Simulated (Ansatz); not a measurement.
Molecule: ammonia borane, sum formula BNH₆, net charge 0, singlet state. SMILES: [BH3-][NH3+]
Structure (B3LYP-D3(BJ)/def2-TZVP (Ansatz, a program for electronic structure) minimum search):
```xyz
8

B     -0.9205     0.1288    -0.0265
N      0.7210    -0.1009     0.0208
H     -1.3171    -0.6321    -0.8771
H     -1.0639     1.2934    -0.3145
H     -1.3056    -0.1454     1.0853
H      0.9465    -1.0627     0.2580
H      1.1524     0.5023     0.7152
H      1.1430     0.1067    -0.8798
```
Charge 0, spin multiplicity 1.

Problem. Give the harmonic wavenumbers at B3LYP-D3(BJ)/def2-TZVP (Ansatz, finite differences of forces, unscaled).

Solution. 267, 650, 652, 652, 1069, 1069, 1191, 1191, 1195, 1331, 1667, 1667, 2446, 2497, 2497, 3449, 3548, 3548 cm⁻¹. Zero-point energy 43.7 kcal/mol.

Problem. From these and the geometry, give the ideal-gas thermochemistry at 298.15 K and 1 atm (rigid rotor, harmonic oscillator).

Solution. Point group C3v, rotational symmetry number 3. Rotational constants 73.86, 17.76, 17.76 GHz. S(trans) 36.21, S(rot) 17.98, S(vib) 3.03, S(elec, spin only) 0.00, S 57.2 cal/(mol K). H(298) - H(0) 2.99 kcal/mol; G - E(el) 29.7 kcal/mol.
